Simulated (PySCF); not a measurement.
**Basis and Hamiltonian dependence of the excitation energy of Ca⁺**

Ca⁺ [Ar] 4s1 (2S) → Ca⁺ [Ar] 3d1 (2D). All values are computed (PySCF 2.14, energy differences of UHF-based or UKS calculations, no spin-orbit coupling). Values in eV.

| basis | Hamiltonian | functions | UHF | r2SCAN | PBE0 | CCSD(T) (valence and next inner shell) |
| --- | --- | --- | --- | --- | --- | --- |
| x2c-TZVPPall | spin-free X2C | 36 | 2.363 | 1.481 | 1.614 | n/a |
| aug-cc-pVDZ-X2C | spin-free X2C | 36 | 2.220 | 1.273 | 1.403 | n/a |
| def2-TZVPPD | non-relativistic | 36 | 2.255 | 1.374 | 1.500 | n/a |
| ANO-RCC-VTZP | spin-free X2C | 38 | 2.881 | 2.108 | 2.245 | 2.999 |
| x2c-TZVPPall with one added diffuse shell each of s, p, d type | spin-free X2C | 45 | 2.362 | 1.481 | 1.614 | 2.686 |
| aug-cc-pVTZ-X2C | spin-free X2C | 59 | 2.096 | 1.168 | 1.318 | n/a |
| def2-QZVPPD | non-relativistic | 70 | 1.911 | 1.018 | 1.171 | 1.846 |
| x2c-QZVPPall | spin-free X2C | 73 | 2.024 | 1.126 | 1.286 | 1.959 |
| dyall-av2z | non-relativistic | 76 | 3.457 | 2.804 | 2.916 | n/a |
| aug-cc-pwCVTZ-X2C | spin-free X2C | 84 | 2.026 | 1.146 | 1.301 | 2.013 |
| aug-cc-pVQZ-X2C | spin-free X2C | 93 | 2.061 | 1.128 | 1.279 | n/a |
| aug-cc-pwCVTZ-X2C with one added diffuse shell each of s, p, d, f type | spin-free X2C | 100 | 2.026 | 1.145 | 1.301 | 2.013 |
| dyall-av3z | spin-free X2C | 132 | 2.885 | 2.152 | 2.291 | n/a |
| aug-cc-pwCVQZ-X2C | spin-free X2C | 150 | 1.997 | 1.103 | 1.264 | n/a |

Frozen in the all-electron rows: valence: [Ar]; valence and next inner shell: [Ne].

At UHF, ANO-RCC-VTZP, def2-QZVPPD, dyall-av2z, dyall-av3z lie more than 0.3 eV from the median of the rows with comparable relativity. Of these, ANO-RCC-VTZP has no diffuse functions of the l that the added or promoted electron needs.

Non-relativistic rows lack the scalar-relativistic shift.

Reference for a calculation without spin-orbit coupling: 1.697 eV (measured, between term centres; NIST).
